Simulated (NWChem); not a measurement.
C$_{3}$H$_{3}$ClF$_{2}$; SMILES C(F)(/C=C/Cl)F

```xyz
9

F     -0.9604     2.2929    -0.3134
C     -0.0635     1.5587     0.3854
F      1.1522     1.7391    -0.1752
C     -0.4616     0.1187     0.3674
C      0.3595    -0.8369    -0.0615
Cl    -0.0586    -2.5020    -0.0900
H     -0.0277     1.9684     1.4122
H     -1.4658    -0.1119     0.7333
H      1.3661    -0.6219    -0.4273
```
Atoms are numbered in this order, from 1.

Coordinates come from a PBE0/def2-SVP optimisation.

Problem. Give the principal values of the shielding tensors (ppm) of F1, C2, F3, C4, C5 from Hartree-Fock/6-31G* (spherical d), GIAO (NWChem), with their diamagnetic and paramagnetic parts as GIAO splits them.

Solution. 
```csv
atom,σ11,σ22,σ33,isotropic,diamagnetic,paramagnetic
F1,268.6,382.8,425.5,359.0,475.0,-116.0
C2,89.4,99.3,117.1,101.9,236.4,-134.5
F3,289.7,391.9,442.7,374.8,475.7,-100.9
C4,-36.8,106.0,153.8,74.3,257.9,-183.6
C5,-41.7,93.3,157.3,69.6,258.7,-189.1
```
